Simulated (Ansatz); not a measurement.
Geometry optimisation, RKS PBE0-D4/def2-SVP in Ansatz.

Input:

```yaml
crystal:
  periodic: [false, false, false]
  atoms:
    - { symbol: O, position_ang: [-0.5324, 1.0941, -0.0641] }
    - { symbol: Sb, position_ang: [0.2018, -0.6107, -0.7316] }
    - { symbol: F, position_ang: [-0.98615, -0.51197, -2.29857] }
    - { symbol: F, position_ang: [1.59559, 0.28386, -1.73053] }
    - { symbol: H, position_ang: [0.1185, 1.807, -0.29] }
basis:
  gaussian: { orbitals: def2-SVP }
hamiltonian:
  xc: pbe0
  dispersion: d4
relax:
  f_tol: 0.015
  max_steps: 40
```

Command:

```bash
$ ansatz run input.yaml --threads 1 --pin off --max-ram 2048MiB --backend cpu --events-out ev --progress --plain --runs-dir out
```

Question: Where does it end, and by what steps?

Answer: The forces met the threshold. After 8 steps the energy has fallen by 0.177 eV; H5 moved furthest, 0.44 Å.

```tsv
step	energy less start (eV)	largest force component (eV/Å)	accepted
0	0.0000	1.306	yes
1	-0.0457	1.540	yes
2	-0.1453	0.554	yes
3	-0.1617	0.232	yes
4	-0.1709	0.215	yes
5	-0.1766	0.059	yes
6	-0.1771	0.062	yes
7	-0.1768	0.159	no
8	-0.1772	0.004	yes
```

```xyz
5
Properties=species:S:1:pos:R:3
O -0.281 1.074 0.128
Sb 0.200 -0.594 -0.769
F -0.964 -0.365 -2.290
F 1.724 0.108 -1.719
H -0.281 1.839 -0.465
```

Time of the run: 110 s on 1 thread of Intel(R) Xeon(R) Processor @ 2.50GHz (Skylake/Cascade Lake) (shared host), peak memory 0.15 GiB.
